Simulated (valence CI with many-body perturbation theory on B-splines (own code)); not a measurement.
# As I: E2, M1 decay

Computed by relativistic CI+MBPT: five valence electrons over a frozen Dirac-Fock core [Ar] 3d10, a basis of 9 s, 9 p, 8 d, 6 f, 3 g, 1 h functions for each j, with the one-electron correlation potential Σ1, the two-electron term Σ2, the three-electron term Σ3, Breit, model QED; selected CI, second order for the rest, scaled by the run's own slope (own B-spline code, finite nucleus).

Against 11 measured levels this calculation errs by 93 cm⁻¹ on average and by 134 at most. These come from a selection out of the NIST Handbook of Basic Atomic Spectroscopic Data. Levels without a partner in it may be off by more. Among the levels kept, up to 1700 cm⁻¹ of a level comes from second order outside the variational space, and about a tenth of that is noise between levels of different J, which matters for small intervals.

Lines 1 to 14 of 14 in falling wavelength, among levels below 8.880 eV, chosen from the decays that carry over 1 % of a level's rate. Wavelengths and rates use the calculated energies, so an error of 90 cm⁻¹ moves a line at 1375 nm by 1.2 % and its rate by three times that or more. Electric multipoles are in the length gauge, E1 and E2 with the static RPA response of the core. Weak lines are less certain than strong ones. Lines between different terms over intervals too small for the method are left out, as are lines whose strength nearly cancels.

```
λ vac (nm)  λ from measured levels            Upper            Lower  Type   A (s⁻¹)  Branch %
     30270                   31040  4s2 4p3 2D°_5/2  4s2 4p3 2D°_3/2    M1  3.77e-04       8.3
      1375                    1375  4s2 4p3 2P°_1/2  4s2 4p3 2D°_5/2    E2  5.75e-02       5.7
      1315                    1317  4s2 4p3 2P°_1/2  4s2 4p3 2D°_3/2    M1  2.72e-01      27.2
      1315                    1317  4s2 4p3 2P°_1/2  4s2 4p3 2D°_3/2    E2  1.04e-01      10.3
      1295                    1293  4s2 4p3 2P°_3/2  4s2 4p3 2D°_5/2    M1  2.60e-01      11.3
      1295                    1293  4s2 4p3 2P°_3/2  4s2 4p3 2D°_5/2    E2  1.26e-01       5.5
      1242                    1241  4s2 4p3 2P°_3/2  4s2 4p3 2D°_3/2    M1  5.16e-01      22.5
      1242                    1241  4s2 4p3 2P°_3/2  4s2 4p3 2D°_3/2    E2  5.89e-02       2.6
     940.7                   944.0  4s2 4p3 2D°_3/2  4s2 4p3 4S°_3/2    M1  5.12e-02      96.8
     940.7                   944.0  4s2 4p3 2D°_3/2  4s2 4p3 4S°_3/2    E2  1.69e-03       3.2
     912.3                   916.2  4s2 4p3 2D°_5/2  4s2 4p3 4S°_3/2    E2  2.82e-03      62.3
     912.3                   916.2  4s2 4p3 2D°_5/2  4s2 4p3 4S°_3/2    M1  1.33e-03      29.4
     548.4                   549.9  4s2 4p3 2P°_1/2  4s2 4p3 4S°_3/2    M1  5.69e-01      56.8
     535.2                   536.3  4s2 4p3 2P°_3/2  4s2 4p3 4S°_3/2    M1  1.34e+00      58.2
```
